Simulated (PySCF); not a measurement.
C2H6N (SMILES [CH2-]NC), charge -1, singlet, geometry from GFN2-xTB (in this run its highest filled SCF level lies above zero, so its values depend strongly on the basis, on diffuse functions most of all); CASCI(4,5)/STO-3G in PySCF.

PySCF was given this input:
```python
from pyscf import gto, scf, mcscf
import numpy

mol = gto.M(
    atom='''
C     0.068388   -0.343447    1.280013
N    -0.020316    0.577285    0.030283
C    -0.014644   -0.232449   -1.156616
H     0.074469    0.429802    2.123582
H    -1.001283   -0.749206    1.345617
H     0.851123    1.116069    0.047208
H     0.820505   -0.966737   -1.224493
H     0.018715    0.396171   -2.064198
H    -0.943784   -0.811711   -1.180078
''',
    basis='sto-3g',
    charge=-1,
    spin=0,
    verbose=4,
)

mf = scf.RHF(mol)
mf.kernel()
mc = mcscf.CASCI(mf, 5, 4)
mc.fix_spin_(ss=0.0)
mc.kernel()
occ = numpy.linalg.eigvalsh(mc.fcisolver.make_rdm1(mc.ci, mc.ncas, mc.nelecas))[::-1]
ss = mc.fcisolver.spin_square(mc.ci, mc.ncas, mc.nelecas)[0]
print('natural occupations', occ.round(4), ' <S^2>', round(ss, 4))
```

The log (banner, timings and long lists left out):

```
PySCF version 2.14.0

[INPUT] verbose = 4
[INPUT] num. atoms = 9
[INPUT] num. electrons = 26
[INPUT] charge = -1
[INPUT] spin (= nelec alpha-beta = 2S) = 0
[INPUT] symmetry False subgroup None
[INPUT] Mole.unit = angstrom
[INPUT] Symbol           X                Y                Z      unit          X                Y                Z       unit  Magmom
[INPUT]  1 C      0.068388000000  -0.343447000000   1.280013000000 AA    0.129234590207  -0.649020768303   2.418874005883 Bohr   0.0
[INPUT]  2 N     -0.020316000000   0.577285000000   0.030283000000 AA   -0.038391675947   1.090910545820   0.057226576230 Bohr   0.0
[INPUT]  3 C     -0.014644000000  -0.232449000000  -1.156616000000 AA   -0.027673149368  -0.439264947929  -2.185687471290 Bohr   0.0
[INPUT]  4 H      0.074469000000   0.429802000000   2.123582000000 AA    0.140726014770   0.812208067790   4.012988383056 Bohr   0.0
[INPUT]  5 H     -1.001283000000  -0.749206000000   1.345617000000 AA   -1.892150643183  -1.415794150881   2.542847598559 Bohr   0.0
[INPUT]  6 H      0.851123000000   1.116069000000   0.047208000000 AA    1.608389368318   2.109064746117   0.089210190888 Bohr   0.0
[INPUT]  7 H      0.820505000000  -0.966737000000  -1.224493000000 AA    1.550529733836  -1.826868164484  -2.313956411447 Bohr   0.0
[INPUT]  8 H      0.018715000000   0.396171000000  -2.064198000000 AA    0.035366224421   0.748654688495  -3.900768886875 Bohr   0.0
[INPUT]  9 H     -0.943784000000  -0.811711000000  -1.180078000000 AA   -1.783493280747  -1.533911482297  -2.230024225624 Bohr   0.0

nuclear repulsion = 75.8101513173345
number of shells = 15
number of NR pGTOs = 63
number of NR cGTOs = 21
basis = sto-3g
ecp = {}

******** <class 'pyscf.scf.hf.RHF'> ********
method = RHF
initial guess = minao
damping factor = 0
level_shift factor = 0
DIIS = <class 'pyscf.scf.diis.CDIIS'>
diis_start_cycle = 1
diis_space = 8
diis_damp = 0
SCF conv_tol = 1e-09
SCF conv_tol_grad = None
SCF max_cycles = 50
direct_scf = True
direct_scf_tol = 1e-13
Set gradient conv threshold to 3.16228e-05
Initial guess from minao.
init E= -131.947381030534
  HOMO = -0.0578641340100348  LUMO = 0.422616934700265  gap/eV = 13.07456
cycle= 1 E= -131.680685632094  delta_E= 0.267  |g|= 0.404  |ddm|= 3.52
  HOMO = 0.233543289212071  LUMO = 0.857063609126425  gap/eV = 16.96685
cycle= 2 E= -131.741278368029  delta_E= -0.0606  |g|= 0.0702  |ddm|= 0.648
  HOMO = 0.142192092281136  LUMO = 0.859751620909936  gap/eV = 19.52579
cycle= 3 E= -131.743727635869  delta_E= -0.00245  |g|= 0.0239  |ddm|= 0.144
  HOMO = 0.137465146398219  LUMO = 0.862074190626542  gap/eV = 19.71762
cycle= 4 E= -131.744115657542  delta_E= -0.000388  |g|= 0.00538  |ddm|= 0.0711
  HOMO = 0.13849877973904  LUMO = 0.863435702101012  gap/eV = 19.72654
cycle= 5 E= -131.744134641065  delta_E= -1.9e-05  |g|= 0.000986  |ddm|= 0.0168
  HOMO = 0.138202210918927  LUMO = 0.863398421339943  gap/eV = 19.73359
cycle= 6 E= -131.744135276853  delta_E= -6.36e-07  |g|= 9.91e-05  |ddm|= 0.00346
  HOMO = 0.138195481845011  LUMO = 0.863383251484067  gap/eV = 19.73336
cycle= 7 E= -131.744135283857  delta_E= -7e-09  |g|= 2.45e-05  |ddm|= 0.00034
  HOMO = 0.138197716308345  LUMO = 0.863387907312094  gap/eV = 19.73343
cycle= 8 E= -131.744135284311  delta_E= -4.54e-10  |g|= 5.8e-06  |ddm|= 8.63e-05
  HOMO = 0.138198808072123  LUMO = 0.863385829445872  gap/eV = 19.73334
Extra cycle  E= -131.744135284333  delta_E= -2.21e-11  |g|= 2.35e-06  |ddm|= 1.39e-05
converged SCF energy = -131.744135284333

******** <class 'pyscf.mcscf.casci.CASCI'> ********
CAS (2e+2e, 5o), ncore = 11, nvir = 5
natorb = False
canonicalization = True
sorting_mo_energy = False
******** <class 'pyscf.fci.addons.SpinPenaltyFCISolver'> ********
max. cycles = 200
conv_tol = 1e-08
davidson only = True
linear dependence = 1e-12
level shift = 0.001
max iter space = 12
nroots = 1
pspace_size = 400
spin = None
Density matrix diagonal elements [1.99935967e+00 1.99968279e+00 2.11762064e-04 5.31783422e-04
 2.13991428e-04]
CASCI converged
CASCI E = -131.744892886752  E(CI) = -2.29646215292721  S^2 = 0.0000000
natural occupations [1.9999e+00 1.9992e+00 6.0000e-04 2.0000e-04 1.0000e-04]  <S^2> 0.0
```
